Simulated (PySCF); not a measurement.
Ligands exchanged one at a time, Al OH-H. Gas-phase values, no solvent. One relaxed conformer stands for each flexible species; it need not be the lowest. Strings in code marks are SMILES.

All values below come from CAM-B3LYP-D3(BJ)/def2-TZVP (PySCF). Delta-SCF ions had no search for a lower state. Excitations are Tamm–Dancoff values on a coarser integration grid. The basis has no diffuse functions, so Rydberg states are missing or too high.

```json
[
 {"species": "0 of 3 OH replaced by H (`[OH][Al]([OH])[OH]`)", "T1 excitation (TDA) (eV)": "6.81", "HOMO–LUMO gap (eV)": "10.96", "S1 excitation (TDA) (eV)": "7.19", "vertical ionisation energy (Delta-SCF) (eV)": "11.74"},
 {"species": "1 of 3 OH replaced by H (`[OH][AlH][OH]` (H–O–Al–O torsion 0°, O–Al–O–H torsion 0°))", "T1 excitation (TDA) (eV)": "7.06", "HOMO–LUMO gap (eV)": "11.33", "S1 excitation (TDA) (eV)": "7.47", "vertical ionisation energy (Delta-SCF) (eV)": "11.83"},
 {"species": "2 of 3 OH replaced by H (`[AlH2][OH]`)", "T1 excitation (TDA) (eV)": "5.48", "HOMO–LUMO gap (eV)": "9.74", "S1 excitation (TDA) (eV)": "5.99", "vertical ionisation energy (Delta-SCF) (eV)": "11.07"},
 {"species": "3 of 3 OH replaced by H", "T1 excitation (TDA) (eV)": "–", "HOMO–LUMO gap (eV)": "9.18", "S1 excitation (TDA) (eV)": "–", "vertical ionisation energy (Delta-SCF) (eV)": "11.35"}
]
```
